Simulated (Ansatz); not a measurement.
`[O-]C(C(F)(F)F)C(F)(F)F`. Total charge -1; spin multiplicity 1. All single points use the PBE0-D4/def2-TZVPD geometry.

```xyz
11

O     1.713    0.592   -0.334
C     0.626    0.160    0.240
C    -0.562    1.155    0.100
F    -0.227    2.338    0.644
F    -1.704    0.777    0.736
F    -0.913    1.405   -1.171
C     0.195   -1.244   -0.273
F     1.181   -2.130   -0.050
F    -0.063   -1.284   -1.590
F    -0.903   -1.765    0.338
H     0.657   -0.005    1.360
```

Give the Mulliken charges with ωB97M-V, PBE, B3LYP in def2-TZVPPD. (An estimate is asked.)

Computed: 
| atom | ωB97M-V | PBE | B3LYP |
| --- | --- | --- | --- |
| O1 | -0.91 | -0.89 | -0.96 |
| C2 | -0.11 | 0.32 | 0.31 |
| C3 | 0.68 | 0.62 | 0.80 |
| F4 | -0.27 | -0.26 | -0.32 |
| F5 | -0.30 | -0.29 | -0.35 |
| F6 | -0.28 | -0.27 | -0.33 |
| C7 | 0.68 | 0.62 | 0.80 |
| F8 | -0.27 | -0.26 | -0.32 |
| F9 | -0.28 | -0.27 | -0.33 |
| F10 | -0.30 | -0.29 | -0.35 |
| H11 | 0.35 | -0.04 | 0.03 |

B3LYP here is the variant with VWN-RPA as its local correlation; programs differ in this.
